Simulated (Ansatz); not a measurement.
A set of 12 reactions (ligand exchange), with CCSD(T)/CBS values in kJ/mol:

| reaction | ΔE |
| --- | --- |
| `B[Si](C)(N)F` + CH₃OH → `CO[Si](C)(N)F` + BH₃ | -143.1 |
| `N[SiH](F)BCl` + `N=CO` → `N[SiH](F)/N=C/O` + `BCl` | -92.3 |
| `BO[SiH2]Br` + `C#CO` → `C#CO[SiH2]Br` + `BO` | -3.4 |
| `B[CH2][SnH2][CH3]` + `N[SiH]1CN1` → `BN[SiH]1CN1` + `[CH3][SnH2][CH3]` | -98.1 |
| `[F][Cd][O][SiH3]` + `CSCS` → `CSCS[SiH3]` + `[OH][Cd][F]` | 44.3 |
| `BNC(F)S` + `O[CH2][GeH3]` → `BO[CH2][GeH3]` + `NC(F)S` | -12.2 |
| `BO[SiH2]S[SiH3]` + `O[SiH2][GeH3]` → `BO[SiH2][GeH3]` + `O[SiH2]S[SiH3]` | -5.9 |
| `[CH3][Al]([OH])[SiH2]O` + H–F → `[CH3][Al]([OH])[F]` + `O[SiH3]` | -203.9 |
| `N[SiH2][SiH](F)S` + CH₃OH → `CO[SiH](F)S` + `N[SiH3]` | -116.4 |
| `OCB(F)S` + CH₃NH₂ → `CNB(F)S` + CH₃OH | -118.7 |
| `C=[C](S)[GeH3]` + `OC[TeH]` → `[GeH3][O]C[TeH]` + `C=CS` | -23.4 |
| `[NH2][W](=[O])([F])=[S]` + CH₃OH → `C[O][W](=[O])([F])=[S]` + NH₃ | -33.3 |

Program: Ansatz. Geometries: PBE0-D4/def2-TZVP. ΔE: electronic, gas phase. CBS: MP2 limit from def2 TZ/QZ plus the TZ coupled-cluster correction, frozen cores. This one scheme is used for every species. DFT in def2-TZVPP. B3LYP here is the variant with VWN-RPA as its local correlation; programs differ in this. Elements past krypton have def2 core potentials. For Br, Cd, Ge, Sn, Te, W outer-core shells are correlated without core-valence functions, which leaves a few kJ/mol of doubt a bond. Scalar relativity is left out up to krypton. Each species was taken in one conformer, which may not be the lowest.

Give the mean, mean absolute and largest difference (level minus CCSD(T)/CBS, kJ/mol) for: PBE-D4, r2SCAN-D4, B3LYP-D4, ωB97X-V, ωB97M-V, B2PLYP, r2SCAN, PBE0, B3LYP, CCSD/def2-TZVPP, CCSD(T)/def2-TZVPP, HF/CBS(def2), MP2/CBS(def2), CCSD/CBS(def2). (An estimate is asked.)

Ansatz gave: 
```json
{"level": "PBE-D4", "mean": "6.2", "mean absolute": "10.4", "largest": "28.6"}
{"level": "r2SCAN-D4", "mean": "-0.9", "mean absolute": "2.1", "largest": "-5.0"}
{"level": "B3LYP-D4", "mean": "-1.8", "mean absolute": "2.5", "largest": "-6.2"}
{"level": "ωB97X-V", "mean": "-0.6", "mean absolute": "2.3", "largest": "-6.5"}
{"level": "ωB97M-V", "mean": "-1.8", "mean absolute": "2.5", "largest": "-7.3"}
{"level": "B2PLYP", "mean": "-3.6", "mean absolute": "5.2", "largest": "-11.5"}
{"level": "r2SCAN", "mean": "-0.8", "mean absolute": "2.1", "largest": "-4.3"}
{"level": "PBE0", "mean": "4.2", "mean absolute": "5.4", "largest": "16.0"}
{"level": "B3LYP", "mean": "-2.0", "mean absolute": "4.6", "largest": "10.7"}
{"level": "CCSD/def2-TZVPP", "mean": "-1.5", "mean absolute": "3.8", "largest": "12.8"}
{"level": "CCSD(T)/def2-TZVPP", "mean": "-0.9", "mean absolute": "2.1", "largest": "7.3"}
{"level": "HF/CBS(def2)", "mean": "-9.2", "mean absolute": "17.2", "largest": "39.3"}
{"level": "MP2/CBS(def2)", "mean": "-3.0", "mean absolute": "4.0", "largest": "-8.8"}
{"level": "CCSD/CBS(def2)", "mean": "-0.6", "mean absolute": "2.2", "largest": "5.5"}
```

The largest T1 diagnostic in the set is 0.022, for `[NH2][W](=[O])([F])=[S]` (customary mark 0.02).

CCSD(T)/CBS is a level of theory with its own doubt, and the functionals carry their triple-zeta basis error, so these figures describe this set and don't rank the functionals.
